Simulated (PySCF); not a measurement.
**The first ionisation energy along group 10**

Calculated with PySCF 2.14 from differences of total energies of unrestricted determinants, without spin-orbit coupling. Values in eV. The last column holds reference values (NIST; (s) semi-empirical, (t) theoretical, else measured). Unmarked ones compare directly (S terms, centres of terms, or small fine structure); those marked * lie between the lowest fine-structure levels and include a spin-orbit shift.

| element | configurations | LDA | PBE | PBE0 | MP2 (valence) | CCSD (valence and next inner shell) | CCSD (valence) | reference |
| --- | --- | --- | --- | --- | --- | --- | --- | --- |
| Ni (ANO-RCC-VTZP, spin-free X2C) | [Ar] 3d8 4s2 → [Ar] 3d9 | 7.579 | 7.666 | 7.775 | 6.863 | 7.611 | 7.750 | 7.640 * |
| Pd (ANO-RCC-VTZP, spin-free X2C) | [Kr] 4d10 → [Kr] 4d9 | 9.444 | 8.940 | 8.512 | 8.716 | 8.152 | 8.113 | 8.512 |
| Pt (ANO-RCC-VTZP, spin-free X2C) | [Xe] 4f14 5d9 6s1 → [Xe] 4f14 5d9 | 9.807 | 9.423 | 9.108 | 8.962 | 8.824 | 8.731 | 8.959 * |

"Valence" correlates the outer s and p shells and, in groups 3 to 12 and the f block, the outer d or f shell, open or full, or the next shell where the ion has no valence electron left; the wider scheme adds the next inner shell.
